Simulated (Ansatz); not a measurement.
Geometry optimisation, RKS B3LYP-D4/def2-SVP (Ansatz).

The input (input.yaml):

```yaml
crystal:
  periodic: [false, false, false]
  atoms:
    - { symbol: Si, position_ang: [0.87666, 0.09335, -0.93296] }
    - { symbol: C, position_ang: [-0.85271, -0.04313, -0.00874] }
    - { symbol: O, position_ang: [-1.99832, 0.06581, -0.82892] }
    - { symbol: S, position_ang: [-1.95601, 1.32142, 0.16553] }
    - { symbol: H, position_ang: [1.13471, -1.293, -1.30438] }
    - { symbol: H, position_ang: [1.73219, 0.57674, 0.15368] }
    - { symbol: H, position_ang: [0.60486, 1.03941, -2.00267] }
    - { symbol: H, position_ang: [-0.98009, -0.78008, 0.78531] }
    - { symbol: H, position_ang: [-1.28035, 2.22158, -0.64181] }
total_charge: 1
basis:
  gaussian: { orbitals: def2-SVP }
hamiltonian:
  xc: b3lyp
  dispersion: d4
relax:
  f_tol: 0.015
  max_steps: 40
output:
  orbitals: {}
```

Run as:

```bash
$ ansatz run input.yaml --threads 1 --pin off --max-ram 2048MiB --backend cpu --events-out ev --progress --plain --runs-dir out
```

Question: Where does it end, and by what steps?

Answer: The forces met the threshold. Limits of this set-up: the dipole of an ion depends on the origin. After 7 steps the energy has fallen by 0.204 eV; H5 moved furthest, 0.15 Å.

| step | energy less start (eV) | largest force component (eV/Å) | accepted |
| --- | --- | --- | --- |
| 0 | 0.0000 | 2.593 | yes |
| 1 | -0.1215 | 1.742 | yes |
| 2 | -0.1812 | 0.593 | yes |
| 3 | -0.1955 | 0.204 | yes |
| 4 | -0.1999 | 0.195 | yes |
| 5 | -0.2035 | 0.053 | yes |
| 6 | -0.2038 | 0.056 | yes |
| 7 | -0.2039 | 0.008 | yes |

```xyz
9
Properties=species:S:1:pos:R:3
Si 0.881 0.080 -0.891
C -0.854 -0.080 -0.017
O -2.017 -0.027 -0.801
S -1.997 1.380 0.141
H 1.106 -1.273 -1.453
H 1.833 0.470 0.174
H 0.670 1.132 -1.916
H -0.975 -0.692 0.894
H -1.366 2.212 -0.748
```

The run took 35 s on 1 thread of Arm Neoverse V1 (shared host), peak memory 0.18 GiB.
